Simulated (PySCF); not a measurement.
PySCF 2.14 output of an unrestricted BP86 calculation on a single atom or ion in Sapporo-DKH3-DZP-2012, with the spin-free X2C one-electron Hamiltonian (Gaussian nucleus):

```
SCF conv_tol = 1e-09
number electrons alpha = 18  beta = 16
    A. D. Becke.,  Phys. Rev. A 38, 3098 (1988)
    J. P. Perdew.,  Phys. Rev. B 33, 8822 (1986)
cycle= 1 E= -2788.89431007939  delta_E= -0.011  |g|= 0.0732  |ddm|= 0.134
cycle= 2 E= -2788.89442647717  delta_E= -0.000116  |g|= 0.0604  |ddm|= 0.027
cycle= 3 E= -2788.89467100505  delta_E= -0.000245  |g|= 0.00323  |ddm|= 0.0122
cycle= 4 E= -2788.89467250801  delta_E= -1.5e-06  |g|= 6.64e-05  |ddm|= 0.00221
cycle= 5 E= -2788.89467250921  delta_E= -1.2e-09  |g|= 4.54e-06  |ddm|= 7.26e-05
cycle= 6 E= -2788.89467250922  delta_E= -5.46e-12  |g|= 2.31e-07  |ddm|= 4.6e-06
converged SCF energy = -2788.89467250922  <S^2> = 2.0012018  2S+1 = 3.0008011
```

The run itself started from symmetry-adapted Hartree-Fock orbitals and held the occupation by maximum overlap, on a logarithmic radial grid, so the iterations belong to that start.

Q: Which element, charge and spin multiplicity is this?

A: Kr²⁺ (krypton, charge +2), multiplicity 3; the state was [Ar] 3d10 4s2 4p4, high-spin 3P determinant.
